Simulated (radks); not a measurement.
Task: Bi II, configuration [Hg] 6p2. Method: scalar-relativistic Kohn-Sham, r2SCAN, spin-polarised, spherical densities, finite nucleus; open shells are filled with parallel spins first (spin-orbit coupling, left out, can overturn this in heavy ions); meta-GGA in the generalised Kohn-Sham scheme; Fermi nuclear charge, rms radius 5.5211 fm; hard spherical wall at 3 bohr; computed with a radial shooting solver on a logarithmic mesh with Libxc functionals. Some entries of the table are withheld. Estimate them.

orbital  occ.  eigenvalue (eV)  r(max) (bohr)
1s up       1        -90720.39       0.009660
1s down     1        -90720.24       0.009660
2s up       1        -16325.74        0.05618
2s down     1        -16325.72        0.05618
2p up       3        -13965.74        0.04691
2p down     3        -13965.66        0.04691
3s up       1        -3948.180         0.1583
3s down     1        -3948.135         0.1583
3p up       3        -3271.074         0.1587
3p down     3        -3271.011         0.1587
3d up       5        -2588.525         0.1296
3d down     5        -2588.461         0.1296
4s up       1        -908.7414         0.3558
4s down     1        -908.6116         0.3558
4p up       3        -685.9878         0.3757
4p down     3        -685.8566         0.3757
4d up       5        -429.7728         0.3815
4d down     5        -429.6206         0.3815
5s up       1        -155.6916         0.7724
5s down     1        -155.2907         0.7728
4f up       7        -148.2112         0.3431
4f down     7        -148.0326         0.3431
5p up       3         -93.5701         0.8617
5p down     3         -93.2956         0.8628
5d up       5         -24.1241          1.040
5d down     5         -23.5290          1.039
6s up       1          -8.5373          1.776
6s down     1          -5.9039          1.754
6p up       2          10.0336            (1)
6p down     0          13.1364            (2)
5f up       0          30.7206          1.764
5f down     0          32.7602          1.719
6d up       0          41.0177          2.160
6d down     0          43.9291          2.153
7s up       0          77.7138          2.396
7s down     0          79.4144          2.394

Result: 
(1) 6p up r(max) (bohr): 1.957
(2) 6p down r(max) (bohr): 1.944
